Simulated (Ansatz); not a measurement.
Input for Ansatz (a program for electronic structure): R-CCSD(T)/aug-cc-pVDZ on H2Se (SMILES [SeH2]) with ghost functions, monomers drawn apart or pushed together. The run froze 14 orbitals, filled d shells among them.

Ansatz 0.2 input:
```yaml
crystal:
  periodic: [false, false, false]
  atoms:
    - {symbol: Se, position_ang: [-0.46425776, -0.15382102, 5.98098841]}
    - {symbol: H, position_ang: [0.09982999, 0.52127252, 7.16035409]}
    - {symbol: H, position_ang: [0.87154478, -0.42734165, 5.43734098]}
basis:
  gaussian:
    orbitals: aug-cc-pVDZ
    ghost_atoms:
      - {symbol: C, position_ang: [-0.24367259, -0.09483055, -0.40008142]}
      - {symbol: F, position_ang: [0.25328633, -1.22183524, 0.25290307]}
      - {symbol: H, position_ang: [0.49330603, 0.23447330, -1.13322222]}
      - {symbol: H, position_ang: [-1.17646022, -0.36450977, -0.89614617]}
      - {symbol: H, position_ang: [-0.41956330, 0.68409243, 0.34183621]}
magnetization: {spin_polarized: false}
correlation: {method: ccsd_t, electrons: outside_noble_gas}
scf: {lower_state_search: off}
```

Output:

```
WARN ansatz: RAYON_NUM_THREADS=1 ignored (pool sized by the plan → 1); use --threads N
Functional definition: HF
these checks for a lower state are left out or cut short: stability, starts, cluster_reference, orbital_swaps, neighbouring_geometries, increment
integrals: 0.22 GiB planned
1078 factors; integrals over basis functions are off by at most 1.1e-3 eV
mean field: 0.32 GiB planned
mean field evaluation 1: about -65333.3714 eV, gradient 9.5e0 eV
mean field evaluation 2: about -65333.3726 eV, gradient 9.5e0 eV
mean field evaluation 4: about -65333.8398 eV, gradient 1.1e0 eV
mean field evaluation 8: about -65333.8486 eV, gradient 3.3e-4 eV
mean field -65333.84864701 eV, -2400.9746529045 hartree, gradient 1.4e-6 eV, S^2 0.000000; 0 other end points of the search recorded, 0 dependent functions left out
14 core orbitals not correlated
reference -65333.84864701 eV, -2400.9746529045 hartree; 4, 4 occupied and 109, 109 virtual orbitals, 1078 factors
second order -3.71044355 eV of doubles, -0.00000000 eV of singles
coupled cluster: 0.55 GiB planned
cycle   1  -4.15878556 eV  change   -4.5e-1 eV  update   4.9e-2
cycle   2  -4.30651911 eV  change   -1.5e-1 eV  update   1.6e-2
cycle   3  -4.31568864 eV  change   -9.2e-3 eV  update   4.0e-3
cycle   4  -4.31526639 eV  change    4.2e-4 eV  update   1.2e-3
cycle   5  -4.31498019 eV  change    2.9e-4 eV  update   3.4e-4
cycle   6  -4.31495241 eV  change    2.8e-5 eV  update   9.8e-5
cycle   7  -4.31496352 eV  change   -1.1e-5 eV  update   3.0e-5
cycle   8  -4.31496403 eV  change   -5.1e-7 eV  update   9.7e-6
perturbative correction -0.11652350 eV, -0.0042821595 hartree
Total energy: -65338.28013454 eV, -2401.1375070673 hartree
Checks for a lower state left out: stability, starts, cluster_reference, orbital_swaps, neighbouring_geometries, increment
```

The calculation finished and met its thresholds.

Cost: roughly 4 core-seconds.
